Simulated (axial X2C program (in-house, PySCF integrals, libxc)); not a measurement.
## Levels of TiH by electron attachment to TiH⁺ (EOM-EA-CCSD)

Computed with an axial X2C code built on PySCF integrals: two-component X2C with atomic mean-field Coulomb and Gaunt terms, Gaussian nuclei, basis Ti dyall-acv3z, H dyall-av3z with contracted cores.

R = 1.683 Å (0.960 times 1.753 Å, the PBE0 minimum at charge 0 for the lowest determinant).

Levels of TiH obtained by attaching an electron to TiH⁺:

```csv
Ω,binding energy (eV),above lowest (cm⁻¹),attached spinor,one-particle weight
1/2,6.298,0,"48% Ti sσ, 25% Ti pσ, 11% Ti dσ",0.95
3/2,5.515,6315,98% Ti dδ,0.76
5/2,5.195,8902,99% Ti dδ,0.80
3/2,4.758,12423,"87% Ti dπ, 10% Ti pπ",0.67
1/2,4.542,14170,"53% Ti dσ, 38% Ti pσ",0.86
1/2,4.216,16796,"86% Ti pπ, 10% H pπ",0.92
```

This point took 36 s on 1 thread of Intel(R) Xeon(R) Processor @ 2.30GHz (shared host).

Reference electrons by ω block (each with its −ω partner): 1/2: 9, 3/2: 2. 12 electrons of TiH⁺ correlated (inner shells frozen), 92 natural virtual spinors (a truncated set); levels can be off by some tenths of an eV. Roots sought by Ω: (1/2: 5, 3/2: 4, 5/2: 2, 7/2: 1); the list ends where they run out and leaves out roots under 60 % one-particle weight. The solver can skip a root, and states that need a further excitation, which the method places far too high, are missing though they may lie low or lowest. T1 of the reference 0.026 (Lee–Taylor). The reference was not checked to be the lowest state of its species. Number of frozen shells: Ti 2 s, 1 p; H none. Large amplitudes in the reference (orbital relaxation or multireference character) lower the reliability.
